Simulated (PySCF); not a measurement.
**Indirect couplings**

Geometry:
```
atom   x (Å)   y (Å)   z (Å)
  B1   2.242   0.200   0.498
  C2   0.933   0.088  -0.288
  B3  -0.025   1.242   0.224
  C4  -1.468   0.640   0.310
  C5  -1.397  -0.664  -0.493
  C6   0.041  -1.159  -0.315
  H7   3.035   1.081   0.253
  H8   2.465  -0.545   1.430
  H9   1.046   0.555  -1.299
 H10   0.305   2.377   0.476
 H11  -1.567   0.411   1.395
 H12  -2.310   1.307   0.071
 H13  -2.146  -1.414  -0.194
 H14  -1.585  -0.443  -1.559
 H15   0.143  -1.681   0.652
 H16   0.342  -1.882  -1.090
```

Method: B3LYP/pcJ-1 (spin–dipole term only in couplings to heteroatoms)//PBE0-D3(BJ)/def2-SVP, PySCF 2.14.0 with density-fitted response routines; isolated molecule, single conformer, non-relativistic. Couplings are averaged over pairs made equivalent by symmetry, fast rotation or ring inversion, so a value needn't be that of the named pair in this geometry, while other rotamers aren't included; one pair stands for each set, and the list holds a selection of those of at least 1.5 Hz over up to four bonds.

Isotopes: ¹¹B, ¹H, ¹³C.

| pair | bonds | J (Hz) |
| --- | --- | --- |
| B1, C2 | 1 | 54.5 |
| B1, H7 | 1 | ? |
| C2, B3 | 1 | 25.6 |
| C2, C6 | 1 | 36.9 |
| C2, H9 | 1 | 109.8 |
| B3, C4 | 1 | ? |
| B3, H10 | 1 | ? |
| C4, C5 | 1 | 34.3 |
| C4, H11 | 1 | 111.5 |
| C4, H12 | 1 | 138.1 |
| C5, C6 | 1 | ? |
| C5, H13 | 1 | 137.7 |
| C5, H14 | 1 | 130.3 |
| C6, H15 | 1 | 131.8 |
| C6, H16 | 1 | ? |
| C2, H7 | 2 | 4.7 |
| C2, H16 | 2 | -2.9 |
| C4, H14 | 2 | -2.5 |
| C6, H14 | 2 | -4.2 |
| H7, H8 | 2 | 4.8 |
| H13, H14 | 2 | -14.0 |
| B3, H13 | 3 | 10.0 |
| C6, H7 | 3 | ? |
| H10, H11 | 3 | ? |
| H11, H13 | 3 | ? |
| H14, H15 | 3 | 14.6 |

Problem. Estimate the withheld couplings, with signs.

Solution. 
- ¹J(B1,H7) = 134.9 Hz (bond length 1.210 Å)
- ¹J(B3,C4) = 49.2 Hz (bond length 1.566 Å)
- ¹J(B3,H10) = 143.5 Hz (bond length 1.208 Å)
- ¹J(C5,C6) = 35.2 Hz (bond length 1.532 Å)
- ¹J(C6,H16) = 137.7 Hz (bond length 1.102 Å, sp3 carbon)
- ³J(C6,H7) = 6.2 Hz (mean over equivalent pairs that range from 4.8 to 7.5 Hz in this conformer)
- ³J(H10,H11) = -1.5 Hz (dihedral angle 82°)
- ³J(H11,H13) = 9.9 Hz (dihedral angle 45°)
